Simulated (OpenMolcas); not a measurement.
Mn4+ in a point-charge field

Mn4+ among 6 point charges of -2 e arranged as a trigonal antiprism (D3d), 1.93 Å from the ion, with a polar angle of 50.9° against the regular 54.74°.
```
   0.0000    1.4979    1.2171  -2.00
  -1.2972   -0.7489    1.2171  -2.00
   1.2972   -0.7489    1.2171  -2.00
   0.0000   -1.4979   -1.2171  -2.00
   1.2972    0.7489   -1.2171  -2.00
  -1.2972    0.7489   -1.2171  -2.00
```

```json
{"Program": "OpenMolcas", "Method": "CASSCF", "Basis": "ANO-RCC-VTZP [6s5p3d2f1g]", "Scalar Hamiltonian": "DKH2, point nucleus", "Active space": "3 electrons in 5 orbitals (3d)", "State averaging": "2S+1 = 4 even, 10 roots; 2S+1 = 2 even, 40 roots", "Spin-orbit coupling": "state interaction with AMFI integrals over the reference wave functions"}
```

The lowest spin-free states (labels of D3, the rotations of D3d), above the lowest:

```json
{"State": "4A2", "Degeneracy": "1", "E (cm-1)": "0.0", "Free-ion L (%)": "F (99)"}
{"State": "4E", "Degeneracy": "2", "E (cm-1)": "2723", "Free-ion L (%)": "F (100)"}
{"State": "4A1", "Degeneracy": "1", "E (cm-1)": "3932", "Free-ion L (%)": "F (100)"}
{"State": "4A2", "Degeneracy": "1", "E (cm-1)": "5399", "Free-ion L (%)": "F (99)"}
{"State": "4E", "Degeneracy": "2", "E (cm-1)": "5612", "Free-ion L (%)": "F (100)"}
{"State": "2E", "Degeneracy": "2", "E (cm-1)": "21919", "Free-ion L (%)": "G (84)"}
{"State": "4E", "Degeneracy": "2", "E (cm-1)": "22799", "Free-ion L (%)": "P (99)"}
{"State": "2E", "Degeneracy": "2", "E (cm-1)": "22821", "Free-ion L (%)": "G (85)"}
{"State": "2A2", "Degeneracy": "1", "E (cm-1)": "22843", "Free-ion L (%)": "G (92)"}
{"State": "2A1", "Degeneracy": "1", "E (cm-1)": "23270", "Free-ion L (%)": "G (99)"}
{"State": "2A1", "Degeneracy": "1", "E (cm-1)": "24483", "Free-ion L (%)": "G (91)"}
{"State": "2E", "Degeneracy": "2", "E (cm-1)": "24575", "Free-ion L (%)": "G (97)"}
{"State": "4A2", "Degeneracy": "1", "E (cm-1)": "26280", "Free-ion L (%)": "P (98)"}
{"State": "2A2", "Degeneracy": "1", "E (cm-1)": "28420", "Free-ion L (%)": "P (56)"}
{"State": "2E", "Degeneracy": "2", "E (cm-1)": "28597", "Free-ion L (%)": "H (78)"}
{"State": "2E", "Degeneracy": "2", "E (cm-1)": "28946", "Free-ion L (%)": "H (61)"}
{"State": "2A1", "Degeneracy": "1", "E (cm-1)": "29620", "Free-ion L (%)": "H (76)"}
{"State": "2E", "Degeneracy": "2", "E (cm-1)": "31083", "Free-ion L (%)": "H (76)"}
{"State": "2A2", "Degeneracy": "1", "E (cm-1)": "31437", "Free-ion L (%)": "H (64)"}
{"State": "2E", "Degeneracy": "2", "E (cm-1)": "31793", "Free-ion L (%)": "P (55)"}
```

The lowest levels with spin-orbit coupling:

| E (cm-1) | Degeneracy | Label | 2S+1 | g |
| --- | --- | --- | --- | --- |
| 0.0 | 2 | E1/2 | 4 | 1.82 3.03 3.03 |
| 48.9 | 2 | E3/2 | 4 | 0.00 0.00 5.41 |
| 2711 | 2 | E1/2 | 4 | 2.61 2.61 3.00 |
| 2811 | 2 | E1/2 | 4 | 0.35 3.06 3.06 |
| 2862 | 2 | E3/2 | 4 | 0.00 0.00 3.31 |
| 2941 | 2 | E1/2 | 4 | 0.41 0.41 6.55 |
| 3867 | 2 | E3/2 | 4 | 0.00 0.00 3.28 |
| 4003 | 2 | E1/2 | 4 | 0.88 3.56 3.56 |
| 5360 | 2 | E1/2 | 4 | 1.85 1.85 2.19 |
| 5475 | 2 | E1/2 | 4 | 0.69 0.69 2.27 |
| 5552 | 2 | E3/2 | 4 | 0.00 0.00 4.99 |
| 5891 | 2 | E3/2 | 4 | 0.00 0.00 3.22 |
| 6020 | 2 | E1/2 | 4 | 2.06 2.06 2.57 |
| 6232 | 2 | E1/2 | 4 | 3.20 3.20 7.14 |
| 21863 | 2 | E1/2 | 2 | 0.56 0.56 4.34 |
| 22050 | 2 | E3/2 | 2 | 0.00 0.00 7.63 |
| 22630 | 2 | E1/2 | 4 (89 %) | 1.19 1.19 3.40 |
| 22738 | 2 | E1/2 | 4 (57 %) | 0.41 0.41 1.96 |
| 22842 | 2 | E1/2 | 2 (56 %) | 0.72 0.72 1.55 |
| 22842 | 2 | E3/2 | 2 (64 %) | 0.00 0.00 1.91 |

Powder χT (cm3 K/mol): 0.701 at 2 K, 0.804 at 10 K, 1.12 at 50 K, 1.23 at 100 K, 1.33 at 200 K, 1.41 at 300 K. The effective moment at 300 K is 2.828 √(χT) = 3.35 μB.

The lowest level has 2S+1 = 4, for which the spin-only value is χT = S(S+1) / 2 = 1.875 cm3 K/mol (g = 2). The computed 1.406 at 300 K differs by -0.469, through orbital momentum, spin-orbit coupling and any other state in reach.

Without dynamic correlation the repulsion within the d shell is too large (B by tens of per cent), so at a given field states of lower spin stand too high. Point charges carry no covalency, so the field is a model and not that of real ligands. No measured value stands beside these numbers.
